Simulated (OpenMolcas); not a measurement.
## Ionisation energies of iodine

| Item | Value |
| --- | --- |
| Program | OpenMolcas |
| Basis | ANO-R2 [7s6p4d2f1g] |
| Scalar Hamiltonian | X2C, finite nucleus |
| Spin-orbit coupling | RASSI with atomic mean-field integrals over the reference wave functions, term energies averaged over their components |

Active shells in each charge state: the valence s, p shells, with orbitals averaged over the low states. Where CASPT2's correlated closed shells are named, they are those of the first ion.

A. CASSCF
B. SS-CASPT2, IPEA 0.25 Eh, imaginary shift 0.1 Eh (closed shells correlated: 4s 4p 4d)

Energies in eV between the lowest computed levels (charge -1 gives the electron affinity), named as in B; reference values from the NIST Atomic Spectra Database with their kind.

```json
{"From": "I- 5s2 5p6 1S0", "To": "I 5s2 5p5 2P* 3/2", "A": "2.009", "B": "2.631", "Spin-orbit share in B": "-0.289", "Reference": ""}
{"From": "I 5s2 5p5 2P* 3/2", "To": "I+ 5s2 5p4 3P2", "A": "9.427", "B": "10.183", "Spin-orbit share in B": "-0.173", "Reference": "10.451 (measured)"}
{"From": "I+ 5s2 5p4 3P2", "To": "I2+ 5s2 5p3 4S* 3/2", "A": "17.801", "B": "18.807", "Spin-orbit share in B": "+0.277", "Reference": "19.131 (measured)"}
{"From": "I2+ 5s2 5p3 4S* 3/2", "To": "I3+ 5s2 5p2 3P0", "A": "28.766", "B": "29.675", "Spin-orbit share in B": "-0.939", "Reference": "29.570 (measured)"}
{"From": "I3+ 5s2 5p2 3P0", "To": "I4+ 5s2 5p 2P* 1/2", "A": "39.509", "B": "40.482", "Spin-orbit share in B": "+0.216", "Reference": "40.357 (measured)"}
{"From": "I4+ 5s2 5p 2P* 1/2", "To": "I5+ 5s2 1S0", "A": "50.166", "B": "51.323", "Spin-orbit share in B": "+0.908", "Reference": "51.520 (measured)"}
{"From": "I5+ 5s2 1S0", "To": "I6+ 5s 2S 1/2", "A": "73.121", "B": "74.266", "Spin-orbit share in B": "+0.000", "Reference": "74.400 (semi-empirical)"}
{"From": "I6+ 5s 2S 1/2", "To": "I7+ 4d10 1S0", "A": "85.807", "B": "87.455", "Spin-orbit share in B": "+0.000", "Reference": "87.610 (semi-empirical)"}
```

Error against the reference values, in %:

```tsv
From	Reference	A	B
I	measured	-9.8	-2.6
I+	measured	-7.0	-1.7
I2+	measured	-2.7	+0.4
I3+	measured	-2.1	+0.3
I4+	measured	-2.6	-0.4
I5+	semi-empirical	-1.7	-0.2
I6+	semi-empirical	-2.1	-0.2
```

Mean absolute error over the 5 measured values: A 1.07 eV, B 0.20 eV. B lies closest.

No diffuse functions were added, so the electron affinity comes out too small, and without dynamic correlation a bound anion can come out unbound.

* marks odd parity.
